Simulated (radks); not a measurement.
Ti I, configuration [Ar] 3d2 4s2 (the NIST ground configuration).

Calculated with a radial shooting solver on a logarithmic mesh with Libxc functionals: non-relativistic Kohn-Sham, LDA (Slater exchange, Perdew-Wang correlation), spin-polarised, spherical densities, point nucleus; open shells are filled with parallel spins first; hard spherical wall at 2 bohr.

Energy parts (hartree):
part                       energy
total                  -836.07630
kinetic                 880.06176
electron-nucleus      -2068.82179
Hartree                 395.17319
exchange-correlation    -42.48946

Orbitals (lengths in bohr, moments of r in powers of bohr; r(90%) holds 90 % of the orbital's charge):
| orbital | occ. | eigenvalue (hartree) | <r^2> | r(90%) |
|---|---|---|---|---|
| 1s up | 1 | -174.7286 | 0.006638 | 0.125 |
| 1s down | 1 | -174.7289 | 0.006638 | 0.125 |
| 2s up | 1 | -17.20223 | 0.1294 | 0.514 |
| 2s down | 1 | -17.16770 | 0.1291 | 0.514 |
| 2p up | 3 | -13.98958 | 0.1067 | 0.484 |
| 2p down | 3 | -13.96268 | 0.1063 | 0.483 |
| 3s up | 1 | -0.64645 | 1.066 | 1.41 |
| 3s down | 1 | -0.56285 | 1.070 | 1.41 |
| 3p up | 3 | 0.23735 | 1.111 | 1.44 |
| 3p down | 3 | 0.31947 | 1.115 | 1.45 |
| 3d up | 2 | 1.69178 | 1.122 | 1.47 |
| 3d down | 0 | 1.77471 | 1.128 | 1.48 |
| 4s up | 1 | 4.57574 | 1.630 | 1.70 |
| 4s down | 1 | 4.63578 | 1.630 | 1.70 |
| 4p up | 0 | 5.11229 | 1.568 | 1.70 |
| 4p down | 0 | 5.17297 | 1.567 | 1.70 |
| 4d up | 0 | 5.68959 | 1.421 | 1.68 |
| 4d down | 0 | 5.75274 | 1.418 | 1.68 |
| 5s up | 0 | 12.92674 | 1.551 | 1.77 |
| 5s down | 0 | 12.98819 | 1.550 | 1.77 |

The highest occupied level is 4s down at 126.15 eV. The configuration is held as typed, so some empty levels lie below it. Summed over all electrons, <r^2> = 15.23 bohr^2, which gives a Langevin (diamagnetic) susceptibility term of -12.1 x 10^-6 cm^3/mol. The electron density at the nucleus is 7181 e/bohr^3. The density falls to 0.001 e/bohr^3 at r = 1.97 bohr. The pressure on the wall is 13300 GPa. Spin moment in Bohr magnetons: 2. The spin density at the nucleus is -0.3897 e/bohr^3 (1s -0.0143, 2s -0.6703, 3s 0.2814, 4s 0.0136), a Fermi contact field of -20.4 T.
